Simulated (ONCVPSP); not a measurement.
Varying the ONCV potential for germanium

Base potential:

ONCVPSP 4.0.1 input, shortened (lines: element, Z, core and valence counts, functional; n l f; lmax; l rc ep ncon nbas qcut; lloc lpopt rc5 dvloc0; l nproj debl; icmod fcfact rcfact), PBE, scalar-relativistic:

```
  Ge 32.00    5    2        4      upf
    1    0    2.00
    2    0    2.00
    2    1    6.00
    3    0    2.00
    3    1    6.00
    3    2   10.00
    4    0    1.00
    3
    0    1.75    0.00    4    9    3.60
    1    1.85    0.13    4    8    5.10
    2    0.95    0.00    3    7   16.90
    3    1.45    0.34    4    8    7.70
    4    5    0.90    4.00
    0    3    2.20
    1    2    1.70
    2    2    1.50
    3    3    1.10
    3    5.25    1.45
```

In the p channel the program set the typed energies aside and used 0.050, 1.750 Ha. In the d channel the program set the typed energies aside and used -2.319, 0.250 Ha.

Cutoffs, loose and tight: the cutoffs (Ha) at which the residual kinetic energy of the hardest occupied pseudo-wave falls to 1 and 0.1 mHa per electron. They do not see the model core or the augmentation charge, which bear on the density cutoff. Test errors are all-electron minus pseudo excitation energies from the reference, over the configurations 3d10 4s2 4p2; 3d10 4s2 4p1; 3d10 4s2; 3d10 4s0. A dash means not determined; rows that change the core or the reference have their own tests.

1 further variants are left out, since the program set their typed debl aside.

A true bound ghost makes a file unfit for plane-wave use even where its test errors are small: the radial tests pick states by their node count and pass the ghost by.

```csv
change,outcome,"cutoff, loose","cutoff, tight",bound ghosts,GHOST(+) flags above zero,largest test error (meV)
base,"generated, projector energies reset by the program",111 Ha,124 Ha,f,"s, p",+168
"all radii but the core radius scaled by about 0.93 (s 1.62, p 1.72, d 0.88, f 1.34 bohr); local potential polynomial inside 0.84 bohr (lpopt 5, dvloc0 4 Ha)","generated, projector energies reset by the program",117 Ha,129 Ha,f,"s, p",+175
"core [Ar] 3d10, valence charge 4; reference 4s2 4p2; waves now 4s: rc 1.30 bohr, ncon 3, nbas 6, qcut 6.5 1/bohr, 2 projectors, debl 1.6 Ha; 4p: rc 1.90 bohr, ncon 4, nbas 7, qcut 4.3 1/bohr, 2 projectors, debl 1.7 Ha; d scattering state at 0.02 Ha: rc 1.80 bohr, ncon 5, nbas 8, qcut 5.7 1/bohr, 2 projectors, debl 2.4 Ha; local potential polynomial inside 1.10 bohr (lpopt 5, dvloc0 1 Ha)",generated,18 Ha,67 Ha,"s, d",p,-522
"d: rc 0.68; local potential polynomial inside 0.68 bohr (lpopt 5, dvloc0 4 Ha)","generated, projector energies reset by the program",152 Ha,507 Ha,"s, f",p,+109
fully relativistic,"generated, projector energies reset by the program",111 Ha,124 Ha,"f7/2, f5/2","s, p3/2, p1/2",+144
"local potential polynomial inside 0.85 bohr (lpopt 5, dvloc0 4 Ha)","generated, projector energies reset by the program",111 Ha,124 Ha,f,"s, p",+170
```

Q: What comes out with this change to the base: d: ncon 5, nbas 9?

A: outcome: generated, projector energies reset by the program; cutoff, loose: 121 Ha; cutoff, tight: 135 Ha; bound ghosts: f; GHOST(+) flags above zero: s, p; largest test error (meV): +111.
